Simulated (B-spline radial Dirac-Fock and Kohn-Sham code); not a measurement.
**Core and valence levels of La⁺**

System: lanthanum as La⁺, 1s2 2s2 2p6 3s2 3p6 3d10 4s2 4p6 4d10 4f2 5s2 5p6 (not the ground configuration); nuclear rms radius 4.855 fm (A = 139).

Input of the calculation (task.json; shells as n, l, electrons):

```json
{"items": [{
  "Z": 57,
  "q": 1,
  "cfg": [[1, 0, 2], [2, 0, 2], [2, 1, 6], [3, 0, 2], [3, 1, 6], [3, 2, 10], [4, 0, 2], [4, 1, 6], [4, 2, 10], [4, 3, 2], [5, 0, 2], [5, 1, 6]],
  "A": 139,
  "rrms": 4.855,
  "do": ["binding"]
}]}
```

Command: `python xray_run.py task.json out`

These are calculated numbers from a B-spline atomic structure program; the model is multi-electron Dirac-Fock with separately optimised hole states, Breit and Lamb-shift corrections added in first order. The model has no electron correlation. Energies are counted from the vacuum level.

All terms are in eV, carry their sign (relaxation lowers the binding energy) and add up to the binding energy; ⟨r⟩ is the mean radius of the orbital in the initial state.

```csv
subshell,−ε (Koopmans),relaxation,Breit,self-energy,vacuum polarisation,binding energy,⟨r⟩ (bohr)
K,39149.6,-74.88,-97.48,-58.55,8.62,38927.3,0.025
L1,6333.8,-43.18,-9.66,-7.51,1.03,6274.5,0.107
L2,5957.2,-46.89,-16.15,0.39,-0.01,5894.5,0.090
L3,5542.6,-45.30,-10.51,-0.30,-0.05,5486.4,0.096
M1,1394.7,-23.29,-1.52,-1.59,0.21,1368.5,0.284
M2,1235.1,-23.86,-2.67,0.07,0.00,1208.6,0.274
M3,1152.3,-23.20,-1.57,-0.06,-0.01,1127.5,0.286
M4,876.2,-24.89,-0.96,0.14,-0.01,850.5,0.257
M5,858.7,-24.62,-0.52,0.09,-0.01,833.7,0.261
N1,296.0,-11.68,-0.30,-0.35,0.05,283.7,0.656
N2,235.1,-11.29,-0.51,0.02,0.00,223.3,0.678
N3,217.5,-10.84,-0.27,-0.01,0.00,206.4,0.704
N4,116.0,-9.86,-0.11,0.03,0.00,106.0,0.771
N5,112.9,-9.68,-0.03,0.02,0.00,103.2,0.780
"N6,7",5.01,-2.71,0.03,0.01,0.00,2.34,2.204
O1,47.78,-3.22,-0.07,-0.06,0.01,44.43,1.634
O2,29.88,-2.63,-0.08,0.00,0.00,27.16,1.843
O3,27.45,-2.41,-0.05,0.00,0.00,24.99,1.927
```

For the deepest level, K (1s), the Breit terms make up -0.250 % of the binding energy, QED -0.128 % and orbital relaxation -0.192 %.

Spin-orbit splittings: 2p 408.1 eV, 3p 81.19 eV, 3d 16.82 eV, 4p 16.94 eV, 4d 2.84 eV, 5p 2.17 eV.
